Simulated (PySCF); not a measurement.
**CoCl₂: breathing scan**

All numbers come from UPBE/[Co def2-TZVP, Cl def2-TZVP], no relativity, density fitting, PySCF.

Rigid scan from the quartet minimum (Co–Cl 2.077 Å (×2); Cl–Co–Cl 180.0°). Coordinate: all bonds to the central atom scaled together. Energies in kJ/mol from the minimum.

```
scale of all bonds to the centre  E (kJ/mol)  ⟨S²⟩
                            0.88       144.3  3.76
                            0.92        55.6  3.76
                            0.96        12.1  3.76
                            1.00         0.0  3.76
                            1.04         9.3  3.76
                            1.08        32.8  3.76
                            1.14        84.2  3.76
                            1.22       166.5  3.76
                            1.35       301.7  3.76
```

Open d and f shells are described by one determinant, and the ground state may have another occupation or spin.

Other isomers or separated fragments may lie lower.
